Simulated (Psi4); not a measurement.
iodine atom (I), doublet (all electrons, no relativity); Psi4 1.11 with CAM-B3LYP/STO-3G.

Here is a job for Psi4.
```
memory 2 GB

molecule {
0 2
I     0.00000000    0.00000000    0.00000000
}

set {
  basis sto-3g
  reference uks
  scf_type pk
  dft_radial_scheme multiexp
}

energy('cam-b3lyp')
print_variables()
```

Problem. Write the output that Psi4 gives for this input, abridged.

Solution. 
```
   => Loading Basis Set <=

    Name: STO-3G
    Role: ORBITAL
    Keyword: BASIS

         ---------------------------------------------------------
                                   SCF
               by Justin Turney, Rob Parrish, Andy Simmonett
                          and Daniel G. A. Smith
                              UKS Reference
         ---------------------------------------------------------

  ==> Geometry <==

    Molecular point group: d2h
    Geometry (in Angstrom), charge = 0, multiplicity = 2:

       Center              X                  Y                   Z               Mass
    ------------   -----------------  -----------------  -----------------  -----------------
         I            0.000000000000     0.000000000000     0.000000000000   126.904471900000

  Running in d2h symmetry.

  Rotational constants: A = ************  B = ************  C = ************ [cm^-1]
  Rotational constants: A = ************  B = ************  C = ************ [MHz]
  Nuclear repulsion =    0.000000000000000

  Charge       = 0
  Multiplicity = 2
  Electrons    = 53
  Nalpha       = 27
  Nbeta        = 26

  ==> Algorithm <==

  SCF Algorithm Type is PK.
  DIIS enabled.
  MOM disabled.
  Fractional occupation disabled.
  Guess Type is CORE.
  Energy threshold   = 1.00e-06
  Density threshold  = 1.00e-06
  Integral threshold = 1.00e-12

  ==> Primary Basis <==

  Basis Set: STO-3G
    Blend: STO-3G
    Number of shells: 11
    Number of basis functions: 27
    Number of Cartesian functions: 29
    Spherical Harmonics?: true
    Max angular momentum: 2

  ==> DFT Potential <==

   => LibXC <=

    Version 7.1.2
    S. Lehtola, C. Steigemann, M. J. T. Oliveira, and M. A. L. Marques,  SoftwareX 7, 1–5 (2018) (10.1016/j.softx.2017.11.002)

   => Composite Functional: CAM-B3LYP <=

    CAM-B3LYP Hyb-GGA Exchange-Correlation Functional

    T. Yanai, D. P. Tew, and N. C. Handy,  Chem. Phys. Lett. 393, 51 (2004) (10.1016/j.cplett.2004.06.011)

    Deriv               =              1
    GGA                 =           TRUE
    Meta                =          FALSE

    Exchange Hybrid     =           TRUE
    MP2 Hybrid          =          FALSE

   => Exchange Functionals <=

    0.3500         Becke 88 [omega = 0.3300]
    0.4600   Short-range recipe for B88 functional - erf [omega = 0.3300]

   => Exact (HF) Exchange <=

    0.4600            HF,LR [omega = 0.3300]
    0.1900               HF

   => Correlation Functionals <=

    0.1900   Vosko, Wilk & Nusair (VWN5)
    0.8100   Lee, Yang & Parr

   => LibXC Density Thresholds  <==

    XC_HYB_GGA_XC_CAM_B3LYP:  1.00E-14

   => Molecular Quadrature <=

    Radial Scheme          =       MULTIEXP
    Pruning Scheme         =           NONE
    Nuclear Scheme         =       TREUTLER

    Blocking Scheme        =         OCTREE
    BS radius alpha        =              1
    Pruning alpha          =              1
    Radial Points          =             75
    Spherical Points       =            302
    Total Points           =          21140
    Total Blocks           =            218
    Max Points             =            255
    Max Functions          =             27
    Weights Tolerance      =       1.00E-15

  ==> Integral Setup <==

  Using in-core PK algorithm.
   Calculation information:
      Number of atoms:                   1
      Number of AO shells:              11
      Number of primitives:             33
      Number of atomic orbitals:        29
      Number of basis functions:        27

      Integral cutoff                 1.00e-12
      Number of threads:                 1

  Performing in-core PK
  Using 214893 doubles for integral storage.
  We computed 2211 shell quartets total.
  Whereas there are 2211 unique shell quartets.

  Computing range-separated integrals for PK
  We computed 2211 wK shell quartets total.
  Whereas there are 2211 wK unique shell quartets.

  ==> DiskJK: Disk-Based J/K Matrices <==

[...]

   -------------------------------------------------------
    Irrep   Nso     Nmo     Nalpha   Nbeta   Ndocc  Nsocc
   -------------------------------------------------------
     Ag         9       9       9       9       9       0
     B1g        2       2       2       2       2       0
     B2g        2       2       2       2       2       0
     B3g        2       2       2       2       2       0
     Au         0       0       0       0       0       0
     B1u        4       4       4       3       3       1
     B2u        4       4       4       4       4       0
     B3u        4       4       4       4       4       0
   -------------------------------------------------------
    Total      27      27      27      26      26       1
   -------------------------------------------------------

  ==> Iterations <==

                        Total Energy        Delta E     RMS |[F,P]|

   @UKS iter   1: -6852.93725004224234   -6.85294e+03   5.96762e-02 DIIS/ADIIS
   @UKS iter   2: -6853.02515433463395   -8.79043e-02   2.44779e-03 DIIS/ADIIS
   @UKS iter   3: -6853.02535138132407   -1.97047e-04   3.27261e-05 DIIS
   @UKS iter   4: -6853.02535141500448   -3.36804e-08   3.87131e-08 DIIS
  Energy and wave function converged.

  ==> Post-Iterations <==

   Electrons on quadrature grid:
      Nalpha   =   26.9999850953 ; deviation = -1.490e-05
      Nbeta    =   25.9999850953 ; deviation = -1.490e-05
      Ntotal   =   52.9999701906 ; deviation = -2.981e-05

   @Spin Contamination Metric:   1.065814104E-14
   @S^2 Expected:                7.500000000E-01
   @S^2 Observed:                7.500000000E-01
   @S   Expected:                5.000000000E-01
   @S   Observed:                5.000000000E-01

    Orbital Energies [Eh]
    ---------------------

    Alpha Occupied:

[...]
    Alpha Virtual:

    Beta Occupied:

[...]
    Beta Virtual:

       4B1u   -0.055588

    Final Occupation by Irrep:
             Ag   B1g   B2g   B3g    Au   B1u   B2u   B3u
    DOCC [     9,    2,    2,    2,    0,    3,    4,    4 ]
    SOCC [     0,    0,    0,    0,    0,    1,    0,    0 ]
    NA   [     9,    2,    2,    2,    0,    4,    4,    4 ]
    NB   [     9,    2,    2,    2,    0,    3,    4,    4 ]

  @UKS Final Energy: -6853.02535141500448

   => Energetics <=

    Nuclear Repulsion Energy =              0.0000000000000000
    One-Electron Energy =               -9440.9860021902586595
    Two-Electron Energy =                2727.1630919090325733
    DFT Exchange-Correlation Energy =    -139.2024411337782226
    Empirical Dispersion Energy =           0.0000000000000000
    VV10 Nonlocal Energy =                  0.0000000000000000
    Total Energy =                      -6853.0253514150035699

  UHF NO Occupations:
  HONO-2 :    8 Ag 2.0000000
  HONO-1 :    9 Ag 2.0000000
  HONO-0 :    4B1u 1.0000000

Computation Completed

Properties will be evaluated at   0.000000,   0.000000,   0.000000 [a0]

Properties computed using the SCF density matrix

 Multipole Moments:

 ------------------------------------------------------------------------------------
     Multipole            Electronic (a.u.)      Nuclear  (a.u.)        Total (a.u.)
 ------------------------------------------------------------------------------------

 L = 1.  Multiply by 2.5417464519 to convert [e a0] to [Debye]
 Dipole X            :          0.0000000            0.0000000            0.0000000
 Dipole Y            :          0.0000000            0.0000000            0.0000000
 Dipole Z            :          0.0000000            0.0000000            0.0000000
 Magnitude           :                                                    0.0000000

 ------------------------------------------------------------------------------------

  Variable Map:
  ----------------------------------------------------------------------------
[...]
  Array Variable Map:
  ----------------------------------------------------------------------------
[...]
[...]
```
